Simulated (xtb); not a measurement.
Cl$_{3}$Zr (SMILES [Cl][Zr+]([Cl])[Cl]), charge +1, singlet, geometry from GFN2-xTB (such geometries of metal compounds can be far from the true shape) (the multiplicity is a formal guess); GFN2-xTB in xtb 6.7.1.

Here is a job for xtb.
```
$ xtb mol.xyz --gfn 2 --chrg 1 --json

# file mol.xyz
4

Zr     0.15875433     0.51056675     0.33588799
Cl     1.74782318    -0.70230034    -0.68954777
Cl    -0.90135597    -1.20484652     1.32645771
Cl    -1.22000682     0.70581332    -1.42723463
```

What the program printed (banner, timings and long lists left out):

```
   ID    Z sym.   atoms
    1   40 Zr     1
    2   17 Cl     2-4

           -------------------------------------------------
          |                Calculation Setup                |
           -------------------------------------------------

           -------------------------------------------------
          |                 G F N 2 - x T B                 |
           -------------------------------------------------

          ...................................................
          :                      SETUP                      :
          :.................................................:
          :  # basis functions                  40          :
          :  # atomic orbitals                  36          :
          :  # shells                           12          :
          :  # electrons                        24          :
          :  max. iterations                   250          :
          :  Hamiltonian                  GFN2-xTB          :
          :  restarted?                      false          :
          :  GBSA solvation                  false          :
          :  PC potential                    false          :
          :  electronic temp.          300.0000000     K    :
          :  accuracy                    1.0000000          :
          :  -> integral cutoff          0.2500000E+02      :
          :  -> integral neglect         0.1000000E-07      :
          :  -> SCF convergence          0.1000000E-05 Eh   :
          :  -> wf. convergence          0.1000000E-03 e    :
          :  Broyden damping             0.4000000          :
          :  net charge                          1          :
          :  unpaired electrons                  0          :
          ...................................................

 iter      E             dE          RMSdq      gap      omega  full diag
   1    -14.8052179 -0.148052E+02  0.904E+00    1.20       0.0  T
   2    -14.9352464 -0.130028E+00  0.884E+00    3.79       1.0  T
   3    -14.9869729 -0.517265E-01  0.588E+00    2.97       1.0  T
   4    -14.9806442  0.632874E-02  0.306E+00    2.09       1.0  T
   5    -14.9928273 -0.121832E-01  0.170E+00    2.34       1.0  T
   6    -14.9959504 -0.312303E-02  0.599E-01    2.70       1.0  T
   7    -14.9963894 -0.439006E-03  0.310E-01    2.65       1.0  T
   8    -14.9964900 -0.100630E-03  0.367E-02    2.61       1.4  T
   9    -14.9964901 -0.117755E-06  0.210E-02    2.60       2.4  T
  10    -14.9964903 -0.210392E-06  0.395E-03    2.60      12.7  T
  11    -14.9964904 -0.106105E-07  0.128E-03    2.60      39.0  T
  12    -14.9964904  0.297740E-09  0.115E-03    2.60      43.4  T
  13    -14.9964904 -0.979924E-09  0.152E-04    2.60     329.6  T
  14    -14.9964904 -0.297611E-10  0.580E-06    2.60    8625.3  T

   *** convergence criteria satisfied after 14 iterations ***

         :::::::::::::::::::::::::::::::::::::::::::::::::::::
         ::                     SUMMARY                     ::
         :::::::::::::::::::::::::::::::::::::::::::::::::::::
         :: total energy             -14.962151980397 Eh    ::
         :: gradient norm              0.000005490502 Eh/a0 ::
         :: HOMO-LUMO gap              2.604160243657 eV    ::
         ::.................................................::
         :: SCC energy               -14.996489423112 Eh    ::
         :: -> isotropic ES            0.129334313215 Eh    ::
         :: -> anisotropic ES         -0.003202908927 Eh    ::
         :: -> anisotropic XC         -0.016551630987 Eh    ::
         :: -> dispersion             -0.004321132706 Eh    ::
         :: repulsion energy           0.034337442715 Eh    ::
         :: add. restraining           0.000000000000 Eh    ::
         :: total charge               1.000000000000 e     ::
         :::::::::::::::::::::::::::::::::::::::::::::::::::::

           -------------------------------------------------
          |                Property Printout                |
[...]

         #    Occupation            Energy/Eh            Energy/eV
      -------------------------------------------------------------
         1        2.0000           -1.2932082             -35.1900
         2        2.0000           -1.2850528             -34.9681
         3        2.0000           -1.2850528             -34.9681
         4        2.0000           -0.7556535             -20.5624
         5        2.0000           -0.6538784             -17.7929
         6        2.0000           -0.6431690             -17.5015
         7        2.0000           -0.6431690             -17.5015
         8        2.0000           -0.6347527             -17.2725
         9        2.0000           -0.6347527             -17.2725
        10        2.0000           -0.6267106             -17.0537
        11        2.0000           -0.6267106             -17.0537
        12        2.0000           -0.6202601             -16.8781 (HOMO)
        13                         -0.5245589             -14.2740 (LUMO)
        14                         -0.5191375             -14.1264
        15                         -0.5191375             -14.1264
        16                         -0.4857003             -13.2166
        17                         -0.4857003             -13.2166
        18                         -0.3747513             -10.1975
        19                         -0.1720261              -4.6811
        20                         -0.1720261              -4.6811
        21                         -0.1719716              -4.6796
        22                         -0.1693771              -4.6090
        23                         -0.1693109              -4.6072
       ...                                ...                  ...
        36                          0.5479999              14.9118
      -------------------------------------------------------------
                  HL-Gap            0.0957011 Eh            2.6042 eV
             Fermi-level           -0.5724095 Eh          -15.5761 eV

     #   Z          covCN         q      C6AA      α(0)
     1  40 Zr       2.205     1.083   435.529    47.799
     2  17 Cl       0.738    -0.028    99.792    15.280
     3  17 Cl       0.738    -0.028    99.792    15.280
     4  17 Cl       0.738    -0.028    99.792    15.280

 Mol. C6AA /au·bohr⁶  :       2513.505214
 Mol. C8AA /au·bohr⁸  :     207823.220735
 Mol. α(0) /au        :         93.639721

Wiberg/Mayer (AO) data.
largest (>0.10) Wiberg bond orders for each atom

 ---------------------------------------------------------------------------
     #   Z sym  total        # sym  WBO       # sym  WBO       # sym  WBO
 ---------------------------------------------------------------------------
     1  40 Zr   4.327 --     2 Cl   1.442     4 Cl   1.442     3 Cl   1.442
     2  17 Cl   1.628 --     1 Zr   1.442
     3  17 Cl   1.628 --     1 Zr   1.442
     4  17 Cl   1.628 --     1 Zr   1.442
 ---------------------------------------------------------------------------

Topologies differ in total number of bonds
Writing topology from bond orders to xtbtopo.mol

molecular dipole:
                 x           y           z       tot (Debye)
 q only:        0.344       1.107       0.728
   full:        0.562       1.807       1.189       5.681
molecular quadrupole (traceless):
                xx          xy          yy          xz          yz          zz
 q only:       -0.821       0.618       0.974       0.407       1.307      -0.153
  q+dip:       -2.047       1.541       2.429       1.014       3.260      -0.382
   full:       -2.406       1.811       2.855       1.191       3.832      -0.449

           -------------------------------------------------
          | TOTAL ENERGY              -14.962151980397 Eh   |
          | GRADIENT NORM               0.000005490502 Eh/α |
          | HOMO-LUMO GAP               2.604160243657 eV   |
           -------------------------------------------------

normal termination of xtb
```
